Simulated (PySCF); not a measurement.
Orbital picture of SnH

PBE0 at R = 1.784 Å; PySCF, scalar-relativistic core potentials, basis sets Sn cc-pVTZ-PP with ECP28, H cc-pVTZ. State: ²Π (doublet), unpaired electrons π ↑. Only the outer orbitals are listed, counted within each symmetry, core potentials removing the inner ones.

```tsv
spin	orbital	occ.	ε (eV)	on Sn (%)	main shells (%)
α	1δ	1	-28.50	100	100 Sn d
α	1δ	1	-28.44	100	100 Sn d
α	2π	1	-28.33	100	100 Sn d
α	3σ	1	-28.11	100	100 Sn d
α	2π	1	-28.07	100	100 Sn d
α	4σ	1	-12.88	84	82 Sn s, 15 H s
α	5σ	1	-7.33	62	45 Sn p, 38 H s, 14 Sn s
α	3π	1	-4.96	100	100 Sn p
α	3π	0	-3.10	100	100 Sn p
α	6σ	0	0.75	68	60 Sn p, 32 H s
β	1δ	1	-28.46	100	100 Sn d
β	2π	1	-28.32	100	100 Sn d
β	1δ	1	-28.31	100	100 Sn d
β	3σ	1	-27.99	100	100 Sn d
β	2π	1	-27.94	100	100 Sn d
β	4σ	1	-12.19	80	77 Sn s, 20 H s
β	5σ	1	-7.10	63	42 Sn p, 37 H s, 19 Sn s
β	3π	0	-2.78	100	100 Sn p
β	3π	0	-1.99	99	99 Sn p
β	6σ	0	0.99	71	60 Sn p, 30 H s
```

Question: Which are the highest filled and the lowest empty level, where do they sit, and how wide is the gap?

Answer: Highest filled α 3π at -4.96 eV (in %: 100 Sn p); lowest empty α 3π at -3.10 eV (in %: 100 Sn p); the gap at PBE0 is 1.86 eV. Both belong to one degenerate shell, split only by its one-sided filling, so this is no excitation gap.

```json
{
  "bond order (Mayer)": "0.96",
  "⟨S²⟩": "0.754",
  "charge on Sn (Mulliken, basis-dependent)": "0.13",
  "charge on Sn (Löwdin, basis-dependent)": "0.22",
  "dipole moment (positive dipole means Sn(−)H(+))": "-0.51 D",
  "polarisability along the bond": "51.6 bohr³",
  "polarisability across the bond": "42.4 bohr³"
}
```

Spin–orbit coupling is left out. The state is the lowest determinant that a PBE0 search found; another state may lie lower at other levels.
